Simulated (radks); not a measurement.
The numbers below are computed, except where a source is named.
Spherical jellium clusters: N electrons in a uniform positive sphere of charge N and radius rs N^(1/3), rs = 2.48 bohr. Level of theory: non-relativistic Kohn-Sham, exchange-only LDA, spin-polarised, spherical densities (a radial shooting solver with Libxc functionals). Levels are named by radial order and angular momentum (1s, 1p, 1d, 2s, ...), and open shells are averaged over m.

N = 18, configuration 1s2 1p6 1d10. This is the lowest configuration that the search found. Occupied and some empty levels:

| level | occupation | eigenvalue (eV) | <r> (bohr) |
|---|---|---|---|
| 1s | 2 | -8.2931 | 3.836 |
| 1p | 6 | -5.9138 | 4.880 |
| 1d | 10 | -3.3136 | 5.743 |
| 2s | 0 | -2.9367 | 5.412 |
| 1f | 0 | -0.65462 | 6.930 |
| 2p | 0 | -0.63893 | 8.447 |

Energy (eV): total -2.48431, kinetic 70.666, external -1566.8, Hartree 756.90, exchange-correlation -77.171, background 813.90. Static polarisability (adiabatic kernel): 467.2 bohr^3, against R^3 = 274.6 for a classical metal sphere.
